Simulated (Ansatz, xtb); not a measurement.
## C4H5F3O: which of two isomers lies lower

Structure I is `O[C@@H]1C[C@@H]1C(F)(F)F`, a singlet and structure II is `O[C@@H]1C[C@H]1C(F)(F)F`, a singlet. Both are isolated molecules in the gas phase, relaxed with B3LYP/def2-SVP; the shapes shown needn't be the lowest conformers.

I (Å):

```xyz
13

C    -0.5439    1.9359    0.7003
C    -0.2560    0.8049    1.6320
C    -1.0116    0.5368    0.3489
C    -0.3707   -0.1997   -0.7932
F     0.9551   -0.3473   -0.6642
F    -0.9006   -1.4290   -0.9319
F    -0.5826    0.4493   -1.9640
O     0.5402    2.4899    0.0348
H     0.2630    2.7170   -0.8639
H    -1.3353    2.6427    0.9889
H    -0.8021    0.7330    2.5755
H     0.7845    0.4722    1.6614
H    -2.0850    0.3344    0.4039
```

II (Å):

| atom | x (Å) | y (Å) | z (Å) |
| --- | --- | --- | --- |
| C | -1.7454 | 0.0867 | 0.7681 |
| C | -1.3476 | 0.8437 | 1.9904 |
| C | -1.3011 | 1.5290 | 0.6419 |
| C | 0.0043 | 1.8726 | -0.0019 |
| F | -0.1148 | 1.9628 | -1.3410 |
| F | 0.9492 | 0.9421 | 0.2518 |
| F | 0.4841 | 3.0534 | 0.4289 |
| O | -3.0926 | -0.2159 | 0.6304 |
| H | -3.2871 | -0.3161 | -0.3114 |
| H | -1.0404 | -0.6760 | 0.4095 |
| H | -0.4018 | 0.5853 | 2.4726 |
| H | -2.1533 | 1.1510 | 2.6611 |
| H | -2.0864 | 2.2594 | 0.4279 |

Question: Which of the two would you expect CCSD(T)/def2-SVP + ΔMP2/def2-TZVPP electronic energies to favour?

Answer: Too close to call at this level: CCSD(T)/def2-SVP + ΔMP2/def2-TZVPP gives E(II) − E(I) = −1.86 kcal/mol.

The same difference at several levels:

```json
{"level": "GFN2-xTB", "geometry": "GFN2-xTB", "E(II) − E(I) (kcal/mol)": "−1.22", "departure from the last row (kcal/mol)": "+0.64", "job, with rough time for the two": "optimisation, 0.16 s"}
{"level": "HF/STO-3G", "geometry": "GFN2-xTB", "E(II) − E(I) (kcal/mol)": "−1.23", "departure from the last row (kcal/mol)": "+0.63", "job, with rough time for the two": "single point, 0.52 s"}
{"level": "r2SCAN-D4/def2-SVP", "geometry": "GFN2-xTB", "E(II) − E(I) (kcal/mol)": "−0.96", "departure from the last row (kcal/mol)": "+0.90", "job, with rough time for the two": "single point, 3.7 s"}
{"level": "B3LYP/def2-SVP", "geometry": "B3LYP/def2-SVP", "E(II) − E(I) (kcal/mol)": "−1.47", "departure from the last row (kcal/mol)": "+0.39", "job, with rough time for the two": "optimisation, 47 s"}
{"level": "HF/def2-SVP", "geometry": "B3LYP/def2-SVP", "E(II) − E(I) (kcal/mol)": "−1.76", "departure from the last row (kcal/mol)": "+0.10", "job, with rough time for the two": "part of the CCSD(T) run"}
{"level": "MP2/def2-SVP", "geometry": "B3LYP/def2-SVP", "E(II) − E(I) (kcal/mol)": "−1.24", "departure from the last row (kcal/mol)": "+0.62", "job, with rough time for the two": "part of the CCSD(T) run"}
{"level": "CCSD(T)/def2-SVP", "geometry": "B3LYP/def2-SVP", "E(II) − E(I) (kcal/mol)": "−1.10", "departure from the last row (kcal/mol)": "+0.75", "job, with rough time for the two": "single point"}
{"level": "CCSD(T)/def2-SVP + ΔMP2/def2-TZVPP", "geometry": "B3LYP/def2-SVP", "E(II) − E(I) (kcal/mol)": "−1.86", "departure from the last row (kcal/mol)": "", "job, with rough time for the two": "single point, 1.7 min"}
```

As drawn, both hold the same kinds of bond in the same numbers.

The largest departure from CCSD(T)/def2-SVP + ΔMP2/def2-TZVPP is that of r2SCAN-D4/def2-SVP, 0.90 kcal/mol. The last row adds to CCSD(T) the change of the MP2 difference between the two basis sets, here −0.75 kcal/mol.

With thermal terms from frequencies at re-optimised GFN2-xTB minima (ideal gas, soft modes damped towards free rotors, one conformer each, 298.15 K, 1 atm): the zero-point term adds −0.06 kcal/mol; ΔH is −1.86 and ΔG −2.05 kcal/mol.

The correlated steps freeze 8 core orbitals. Run with Ansatz 0.2.0, xtb 6.7.1; the last row on 2 threads of Intel(R) Xeon(R) Platinum 8488C (Sapphire Rapids) on a shared host.
